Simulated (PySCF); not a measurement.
Molfile (atoms numbered from 1):
```
C5H13O2P
     RDKit          3D

 21 20  0  0  0  0  0  0  0  0999 V2000
    3.0397    0.4783    0.2433 C   0  0  0  0  0  0  0  0  0  0  0  0
    1.7050   -0.1387    0.6287 C   0  0  0  0  0  0  0  0  0  0  0  0
    0.5460    0.3717   -0.2207 C   0  0  0  0  0  0  0  0  0  0  0  0
   -1.0676   -0.2160    0.3800 P   0  0  1  0  0  5  0  0  0  0  0  0
   -1.2816   -1.9128   -0.2134 C   0  0  0  0  0  0  0  0  0  0  0  0
   -1.2438   -0.0315    1.8669 O   0  0  0  0  0  0  0  0  0  0  0  0
   -2.3358    0.8359   -0.4374 C   0  0  0  0  0  0  0  0  0  0  0  0
   -2.4174    1.9981    0.3285 O   0  0  0  0  0  0  0  0  0  0  0  0
    3.0134    1.5751    0.3438 H   0  0  0  0  0  0  0  0  0  0  0  0
    3.3048    0.2483   -0.8012 H   0  0  0  0  0  0  0  0  0  0  0  0
    3.8526    0.1045    0.8836 H   0  0  0  0  0  0  0  0  0  0  0  0
    1.7689   -1.2379    0.5477 H   0  0  0  0  0  0  0  0  0  0  0  0
    1.4719    0.0720    1.6849 H   0  0  0  0  0  0  0  0  0  0  0  0
    0.6655    0.1124   -1.2870 H   0  0  0  0  0  0  0  0  0  0  0  0
    0.4785    1.4720   -0.1593 H   0  0  0  0  0  0  0  0  0  0  0  0
   -2.2504   -2.2886    0.1456 H   0  0  0  0  0  0  0  0  0  0  0  0
   -0.4880   -2.5477    0.2063 H   0  0  0  0  0  0  0  0  0  0  0  0
   -1.2464   -1.9638   -1.3119 H   0  0  0  0  0  0  0  0  0  0  0  0
   -2.0568    1.0885   -1.4740 H   0  0  0  0  0  0  0  0  0  0  0  0
   -3.2893    0.2683   -0.4765 H   0  0  0  0  0  0  0  0  0  0  0  0
   -2.2795    1.7071    1.2493 H   0  0  0  0  0  0  0  0  0  0  0  0
  1  2  1  0
  2  3  1  0
  4  3  1  6
  4  5  1  0
  4  6  2  0
  4  7  1  0
  7  8  1  0
  1  9  1  0
  1 10  1  0
  1 11  1  0
  2 12  1  0
  2 13  1  0
  3 14  1  0
  3 15  1  0
  5 16  1  0
  5 17  1  0
  5 18  1  0
  7 19  1  0
  7 20  1  0
  8 21  1  0
M  END
```

Geometry: PBE0-D3(BJ)/def2-SVP; GIAO shifts from PySCF 2.14.0 with density-fitted response routines, gas phase, non-relativistic, averaged over equivalent atoms.

At KT2/pcSseg-1 (208 basis functions, 93 s wall time on 1 thread of an Arm Neoverse N1, shared host):
```json
{"atoms": "C7", "δ (ppm)": "62.2"}
{"atoms": "C3", "δ (ppm)": "32.9"}
{"atoms": "C2", "δ (ppm)": "18.8"}
{"atoms": "C1", "δ (ppm)": "18.2"}
{"atoms": "C5", "δ (ppm)": "12.6"}
{"atoms": "P4", "δ (ppm)": "12.3"}
{"atoms": "O6", "δ (ppm)": "88.6"}
{"atoms": "O8", "δ (ppm)": "5.1"}
{"atoms": "H20", "δ (ppm)": "3.57"}
{"atoms": "H19", "δ (ppm)": "3.49"}
{"atoms": "H21", "δ (ppm)": "2.32"}
{"atoms": "H13", "δ (ppm)": "1.94"}
{"atoms": "H15", "δ (ppm)": "1.62"}
{"atoms": "H12", "δ (ppm)": "1.22"}
{"atoms": "H16/H17/H18", "δ (ppm)": "1.16"}
{"atoms": "H9/H10/H11", "δ (ppm)": "1.08"}
{"atoms": "H14", "δ (ppm)": "0.87"}
```

Scale: TMS for 13C (183.22 ppm) and 1H (31.18 ppm); 31P (325.43 ppm) vs H3PO4; 17O (330.66 ppm) vs H2O (reference shieldings calculated alike).

Estimate the result of repeating the calculation with PBE0/pcSseg-1.

Answers


| atoms | δ at PBE0/pcSseg-1 | change |
| --- | --- | --- |
| C7 | 60.9 | -1.3 |
| C3 | 31.7 | -1.2 |
| C2 | 16.8 | -2.0 |
| C1 | 17.6 | -0.6 |
| C5 | 12.7 | +0.1 |
| P4 | 14.9 | +2.6 |
| O6 | 77.7 | -10.9 |
| O8 | -3.4 | -8.5 |
| H20 | 3.48 | -0.09 |
| H19 | 3.37 | -0.12 |
| H21 | 2.58 | +0.26 |
| H13 | 1.89 | -0.05 |
| H15 | 1.61 | -0.01 |
| H12 | 1.14 | -0.08 |
| H16/H17/H18 | 1.16 | +0.00 |
| H9/H10/H11 | 1.06 | -0.02 |
| H14 | 0.71 | -0.16 |

Shifts are taken against calculated references (same method and geometry level): 13C (σ = 184.41 ppm), 1H (σ = 31.27 ppm) vs TMS; 31P (σ = 310.13 ppm) against H3PO4; 17O (σ = 334.56 ppm) against H2O.

The largest change is at O6 (P=O oxygen). Cost: 208 basis functions, 87 s wall time on 1 thread of an Arm Neoverse N1, shared host. The order of the carbon signals changes between the two levels.

Experimental scales use liquid or dissolved standards, which lie at an offset from isolated H2O (liquid H2O: subtract about 36 ppm) and H3PO4.
